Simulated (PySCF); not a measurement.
C5H9PS.
Z-matrix (Å and degrees, PBE0-D3(BJ)/def2-SVP geometry), rows numbered from 1:
```
C 
P   1  1.8214
S   2  1.9431  1  114.82
C   2  1.8512  1  103.71  3   131.23
C   4  1.5001  2  103.75  1    85.49
C   5  1.3406  4  116.95  2    14.94
C   6  1.5006  5  116.93  4    -0.05
H   1  1.0990  2  108.37  3    58.40
H   1  1.1002  2  111.03  3   179.61
H   1  1.0989  2  108.37  3   -59.09
H   4  1.1016  2  111.14  1   -37.58
H   4  1.1033  2  107.77  1  -154.78
H   5  1.0938  4  120.78  2  -166.05
H   6  1.0940  5  122.28  4   178.94
H   7  1.1031  2  107.82  1   154.70
H   7  1.1016  2  111.15  1    37.36
```

All values: PBE0/pcSseg-1 and CAM-B3LYP/def2-SVPD (PySCF, non-relativistic), on one gas-phase PBE0-D3(BJ)/def2-SVP geometry that isn't relaxed in the solvent. The solvent is an IEF-PCM continuum (Bondi radii, 1.10 Å for H, scaled by 1.2). Only the electrostatic response of the medium enters.

Gas phase at PBE0/pcSseg-1: HOMO -6.39 eV, LUMO -0.29 eV, dipole 4.76 D.

Question: What does the continuum do to the energy, the frontier levels and the dipole at PBE0/pcSseg-1 in benzene and chloroform?

Answer: 
```json
{"solvent": "benzene", "ε": "2.271", "E(solvent) − E(gas) (kcal/mol)": "-3.98", "polarisation term (kcal/mol)": "-4.45", "distortion of the solute (kcal/mol)": "0.47", "HOMO (eV)": "-6.57", "LUMO (eV)": "-0.13", "dipole (D)": "5.63"}
{"solvent": "chloroform", "ε": "4.711", "E(solvent) − E(gas) (kcal/mol)": "-6.31", "polarisation term (kcal/mol)": "-7.51", "distortion of the solute (kcal/mol)": "1.20", "HOMO (eV)": "-6.69", "LUMO (eV)": "-0.05", "dipole (D)": "6.16"}
```

Polarisation term: ½ Σ q·V over the induced surface charges. Distortion: the rise of the solute's own energy as its density leaves the gas-phase optimum. From benzene to chloroform the lowering changes by a factor 1.59, Onsager's factor (ε − 1)/(2ε + 1) by 1.55 and ε itself by 2.1.

Question: Which radius a makes the point-dipole formula ΔE = −[(ε − 1)/(2ε + 1)]·μ²/a³ give the value in chloroform, with the gas-phase dipole?

Answer: μ = 1.872 au and |ΔE| = 0.01006 Eh give a = 2.64 Å; the farthest nucleus lies 2.97 Å from the centroid of the nuclei, so such a sphere wouldn't even hold the nuclei. The formula assumes a rigid point dipole at the centre of a sphere.

Question: Which Hirshfeld charges (PBE0/pcSseg-1) respond most in benzene (means over atoms taken as equivalent)?

Answer: 
```csv
atoms,environment,gas (e),solvent (e),change
S3,sulfur bonded to P,-0.350,-0.393,-0.043
P2,phosphorus bonded to 3 C and S,+0.352,+0.357,+0.005
H11/H16,methylene hydrogen,+0.052,+0.057,+0.005
H13/H14,vinylic hydrogen,+0.053,+0.056,+0.003
H8/H9/H10,methyl hydrogen,+0.052,+0.055,+0.003
C1,sp3 carbon bound to phosphorus,-0.158,-0.155,+0.003
C4/C7,sp3 carbon bound to phosphorus,-0.111,-0.108,+0.003
H12/H15,methylene hydrogen,+0.051,+0.053,+0.002
C5/C6,alkene CH carbon,-0.046,-0.045,+0.001
```

Question: Which Mayer bond orders change most in benzene?

Answer: 
```json
{"bond": "P2–S3", "length (Å)": "1.943", "gas": "1.743", "solvent": "1.670", "change": "-0.073"}
{"bond": "C1–P2", "length (Å)": "1.821", "gas": "0.946", "solvent": "0.959", "change": "+0.013"}
{"bond": "P2–C4", "length (Å)": "1.851", "gas": "0.875", "solvent": "0.887", "change": "+0.012"}
{"bond": "C7–P2", "length (Å)": "1.852", "gas": "0.875", "solvent": "0.887", "change": "+0.012"}
{"bond": "C1–H8", "length (Å)": "1.099", "gas": "0.947", "solvent": "0.944", "change": "-0.003"}
{"bond": "C1–H10", "length (Å)": "1.099", "gas": "0.947", "solvent": "0.944", "change": "-0.003"}
{"bond": "C4–H11", "length (Å)": "1.102", "gas": "0.932", "solvent": "0.929", "change": "-0.003"}
{"bond": "C7–H16", "length (Å)": "1.102", "gas": "0.932", "solvent": "0.929", "change": "-0.003"}
```

Question: How do the nuclear quadrupole coupling constants eQVzz/h respond in benzene?

Answer: 
```tsv
nucleus	Q (barn)	gas (MHz)	solvent (MHz)	η gas	η solvent
33S at S3	-0.06781	-37.02	-36.38	0.08	0.08
```

Gas phase at CAM-B3LYP/def2-SVPD: HOMO -7.65 eV, LUMO 0.77 eV, dipole 5.00 D.

Question: What does the continuum do to the energy, the frontier levels and the dipole at CAM-B3LYP/def2-SVPD in benzene?

Answer: 
| solvent | ε | E(solvent) − E(gas) (kcal/mol) | polarisation term (kcal/mol) | distortion of the solute (kcal/mol) | HOMO (eV) | LUMO (eV) | dipole (D) |
| --- | --- | --- | --- | --- | --- | --- | --- |
| benzene | 2.271 | -4.23 | -4.74 | 0.51 | -7.82 | 0.95 | 5.93 |

The atom shares or the degeneracy of the HOMO differ from the gas phase in benzene, so that column needn't follow one orbital.

Question: How does the static polarisability (CAM-B3LYP/def2-SVPD, frozen core, with the continuum's full static response) change?

Answer: 
```json
{"medium": "gas", "isotropic (au)": "101.9", "principal values (au)": "89.7, 97.2, 118.8", "⟨r²⟩ of the electrons (bohr²)": "1070.8"}
{"medium": "benzene", "isotropic (au)": "119.0", "principal values (au)": "104.0, 114.8, 138.1", "⟨r²⟩ of the electrons (bohr²)": "1071.2"}
```

The isotropic value in benzene is 1.17 times the gas-phase one; no cavity-field correction is applied. ⟨r²⟩ is taken about the centre of nuclear charge.
